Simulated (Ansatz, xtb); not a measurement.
**Ligand exchange: C2H5Br + SiH3F → C2H8Si + BrF**

Species: C2H5Br (bromoethane) `CCBr`, singlet; SiH3F `F[SiH3]`, singlet; C2H8Si `CC[SiH3]`, singlet; BrF (bromine fluoride), singlet. The partners trade Br for SiH3: C–Br and F–SiH3 bonds give way to C–SiH3 and F–Br.

Shapes, held fixed at every level: PBE0-D4/def2-TZVP. Programs: Ansatz 0.2.0, xtb 6.7.1. The zero-point and thermal change to 298 K, harmonic and unscaled (PBE0-D4/def2-TZVP), is -3.9 kJ/mol.

```json
{"level": "GFN2-xTB", "kind": "semi-empirical", "ΔH(298 K) (kJ/mol)": "+318.5", "less CCSD(T)/def2-TZVPP": "-13.3"}
{"level": "SPW92/def2-TZVPP", "kind": "LDA", "ΔH(298 K) (kJ/mol)": "+307.4", "less CCSD(T)/def2-TZVPP": "-24.4"}
{"level": "PBE-D4/def2-TZVPP", "kind": "GGA", "ΔH(298 K) (kJ/mol)": "+297.8", "less CCSD(T)/def2-TZVPP": "-34.0"}
{"level": "B3LYP-D4/def2-TZVPP", "kind": "global hybrid", "ΔH(298 K) (kJ/mol)": "+315.4", "less CCSD(T)/def2-TZVPP": "-16.4"}
{"level": "wB97M-V/def2-TZVPP", "kind": "range-separated hybrid", "ΔH(298 K) (kJ/mol)": "+319.2", "less CCSD(T)/def2-TZVPP": "-12.6"}
{"level": "B2PLYP/def2-TZVPP", "kind": "double hybrid", "ΔH(298 K) (kJ/mol)": "+329.5", "less CCSD(T)/def2-TZVPP": "-2.3"}
{"level": "MP2/def2-SVP", "kind": "perturbation theory", "ΔH(298 K) (kJ/mol)": "+335.2", "less CCSD(T)/def2-TZVPP": "+3.4"}
{"level": "CCSD/def2-SVP", "kind": "coupled cluster or CI", "ΔH(298 K) (kJ/mol)": "+322.1", "less CCSD(T)/def2-TZVPP": "-9.7"}
{"level": "CCSD(T)/def2-TZVPP", "kind": "coupled cluster or CI", "ΔH(298 K) (kJ/mol)": "+331.8", "less CCSD(T)/def2-TZVPP": "0.0"}
```

The highest level, CCSD(T)/def2-TZVPP, gives ΔH(298 K) = +331.8 kJ/mol; the levels span +297.8 to +335.2. The column of differences is taken from that level and isn't an error. No measured value is set beside it here. Relativity is left out for Br. Outer-core shells of Br are correlated, in sets that cover them unevenly.
